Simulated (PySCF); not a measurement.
Worked example for hexafluoropropylene: ionisation energy to the radical cation

Structure: `FC(F)=C(F)C(F)(F)F` (C3F6).

Level of theory: ωB97X-D3(BJ)/ma-def2-TZVP single points in PySCF, grid level 2; every species was optimised with PBE0-D3(BJ)/def2-SVP. Zero-point energies come from unscaled PBE0-D3(BJ)/def2-SVP harmonic frequencies.

```
         state       structure       E / Eh
        parent          parent  -713.721345
radical cation          parent  -713.322946
radical cation  radical cation  -713.340434
        parent  radical cation  -713.692585
```

Zero-point energy of the radical cation less that of the parent: 0.008 eV. 1 Eh = 27.2114 eV.

Task: Work out the vertical and adiabatic ionisation energy.

Result: Vertical: (-713.322946) − (-713.721345) = 0.398399 Eh = 10.84 eV. Adiabatic: 0.380911 Eh = 10.365 eV, and 10.37 eV with zero-point energy.

Task: And the inner reorganisation energy of self-exchange?

Result: The radical cation relaxes by 475.9 meV and the parent by 782.6 meV, so λ = 1258 meV.

---

# Worked example for cyclopropyl methyl ketone: ionisation energy to the radical cation

Structure: `CC(=O)C1CC1` (C5H8O).

Energies: ωB97X-D3(BJ)/ma-def2-TZVP (PySCF, density fitting, integration grid level 2) on PBE0-D3(BJ)/def2-SVP structures. Zero-point energies come from unscaled PBE0-D3(BJ)/def2-SVP harmonic frequencies.

| state | structure | E / Eh |
| --- | --- | --- |
| parent | parent | -270.767210 |
| radical cation | parent | -270.417406 |
| radical cation | radical cation | -270.421811 |
| parent | radical cation | -270.760357 |

Zero-point energy of the radical cation less that of the parent: -0.059 eV. 1 Eh = 27.2114 eV.

Q: Work out the vertical and adiabatic ionisation energy.

A: Vertical: (-270.417406) − (-270.767210) = 0.349804 Eh = 9.52 eV. Adiabatic: 0.345399 Eh = 9.399 eV, and 9.34 eV with zero-point energy.

Q: And the inner reorganisation energy of self-exchange?

A: The radical cation relaxes by 119.9 meV and the parent by 186.5 meV, so λ = 306 meV.

---

Worked example for allene: ionisation energy to the radical cation

Structure: `C=C=C` (C3H4).

Energies: ωB97X-D3(BJ)/ma-def2-TZVP (PySCF, density fitting, integration grid level 2) on PBE0-D3(BJ)/def2-SVP structures. ωB97X-D3(BJ) is ωB97X-V with D3(BJ) in place of VV10. Zero-point energies come from unscaled PBE0-D3(BJ)/def2-SVP harmonic frequencies.

```csv
state,structure,E / Eh
parent,parent,-116.754096
radical cation,parent,-116.381803
radical cation,radical cation,-116.401900
parent,radical cation,-116.730011
```

Zero-point energy of the radical cation less that of the parent: -0.076 eV. 1 Eh = 27.2114 eV.

Work out the vertical and adiabatic ionisation energy.

Vertical: (-116.381803) − (-116.754096) = 0.372293 Eh = 10.13 eV. Adiabatic: 0.352196 Eh = 9.584 eV, and 9.51 eV with zero-point energy.

And the inner reorganisation energy of self-exchange?

The radical cation relaxes by 546.9 meV and the parent by 655.4 meV, so λ = 1202 meV.
